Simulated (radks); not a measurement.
All-electron atom: the thallium ion Tl2+ in [Xe] 4f14 5d10 6s1.

All-electron calculation, Dirac Kohn-Sham, PBE, spin-unpolarised, spherical densities, finite nucleus; Fermi nuclear charge, rms radius 5.4759 fm. Program: a radial shooting solver on a logarithmic mesh with Libxc functionals.

Energy parts (eV):
part                       energy
total                  -551917.22
kinetic                 638969.41
electron-nucleus      -1392737.71
Hartree                 212229.02
exchange-correlation    -10377.95

Orbitals (lengths in bohr, moments of r in powers of bohr):
| orbital | occ. | eigenvalue (eV) | <r^2> | <r> |
|---|---|---|---|---|
| 1s1/2 | 2 | -85450.73 | 0.0003691 | 0.01632 |
| 2s1/2 | 2 | -15217.27 | 0.005550 | 0.06808 |
| 2p1/2 | 2 | -14613.30 | 0.003911 | 0.05589 |
| 2p3/2 | 4 | -12547.87 | 0.005095 | 0.06468 |
| 3s1/2 | 2 | -3645.466 | 0.03599 | 0.1770 |
| 3p1/2 | 2 | -3371.836 | 0.03273 | 0.1674 |
| 3p3/2 | 4 | -2912.670 | 0.03909 | 0.1835 |
| 3d3/2 | 4 | -2459.175 | 0.02987 | 0.1595 |
| 3d5/2 | 6 | -2361.106 | 0.03159 | 0.1644 |
| 4s1/2 | 2 | -827.4425 | 0.1732 | 0.3916 |
| 4p1/2 | 2 | -709.3077 | 0.1760 | 0.3931 |
| 4p3/2 | 4 | -597.6788 | 0.2077 | 0.4274 |
| 4d3/2 | 4 | -404.4141 | 0.2170 | 0.4333 |
| 4d5/2 | 6 | -383.5842 | 0.2281 | 0.4444 |
| 5s1/2 | 2 | -148.4270 | 0.8650 | 0.8783 |
| 4f5/2 | 6 | -134.1377 | 0.2594 | 0.4645 |
| 4f7/2 | 8 | -129.5386 | 0.2667 | 0.4710 |
| 5p1/2 | 2 | -108.7745 | 1.001 | 0.9419 |
| 5p3/2 | 4 | -88.5739 | 1.212 | 1.036 |
| 5d3/2 | 4 | -34.5131 | 2.071 | 1.334 |
| 5d5/2 | 6 | -32.2600 | 2.229 | 1.383 |
| 6s1/2 | 1 | -25.3544 | 5.816 | 2.275 |
| 6p1/2 | 0 | -17.4730 | 8.336 | 2.718 |
| 6p3/2 | 0 | -15.5268 | 10.05 | 2.989 |

The highest occupied level is 6s1/2 at -25.354 eV. Summed over all electrons, <r^2> = 44.15 bohr^2, which gives a Langevin (diamagnetic) susceptibility term of -35 x 10^-6 cm^3/mol.
